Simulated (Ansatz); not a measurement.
Job for Ansatz (a quantum-chemistry and plane-wave program): U-CAM-B3LYP/def2-TZVPP on GeB, 2S+1 = 4, a spin state set in the input, which need not be the lowest, a point of a bond scan (R = 1.985 Å).

Ansatz 0.2 input:
```yaml
crystal:
  periodic: [false, false, false]
  atoms:
    - {symbol: B, position_ang: [0.00000000, 0.00000000, 0.00000000]}
    - {symbol: Ge, position_ang: [0.00000000, 0.00000000, 1.98530300]}
basis:
  gaussian:
    orbitals: def2-TZVPP
    pivot_positions_ang: [[0.00000000, 0.00000000, 0.00000000], [0.00000000, 0.00000000, 1.98530300]]
hamiltonian:
  xc: {name: CAM-B3LYP}
magnetization: {spin_polarized: true, initial_magnetization: 3}
output: {forces: true, orbitals: {seedname: ./end}}
```

It printed:

```
WARN ansatz: RAYON_NUM_THREADS=2 ignored (pool sized by the plan → 2); use --threads N
Functional definition: CAM-B3LYP
integrals: 0.02 GiB planned
558 factors; their error is unknown
integrals: 0.05 GiB planned
148 factors; integrals over basis functions are off by at most 1.7e-5 eV
mean field: 0.33 GiB planned
mean field evaluation 1: about -57191.6742 eV, gradient 1.1e1 eV
mean field evaluation 2: about -57191.6062 eV, gradient 1.3e1 eV
mean field evaluation 4: about -57192.3072 eV, gradient 6.8e-1 eV
mean field evaluation 8: about -57192.3190 eV, gradient 5.7e-2 eV
mean field evaluation 16: about -57192.5263 eV, gradient 4.6e-5 eV
mean field -57192.52627604 eV, -2101.7865741578 hartree, gradient 4.6e-5 eV, S^2 3.752841; 0 other end points of the search recorded, 0 dependent functions left out
the calculation of the forces begins
reference -57192.52636112 eV, -2101.7865772843 hartree; 20, 17 occupied and 59, 62 virtual orbitals, 558 factors
Total energy: -57192.52636112 eV, -2101.7865772843 hartree
Atom 0 at     0.000000     0.000000     0.000000 Å, force     0.000000     0.000000     0.325534 eV/Å
Atom 1 at     0.000000     0.000000     1.985303 Å, force    -0.000000    -0.000000    -0.325534 eV/Å
Dipole moment:     0.000000    -0.000000     0.169654 e Å
```

Self-consistency was reached.

Cost: around 1.5 core-seconds (rough).
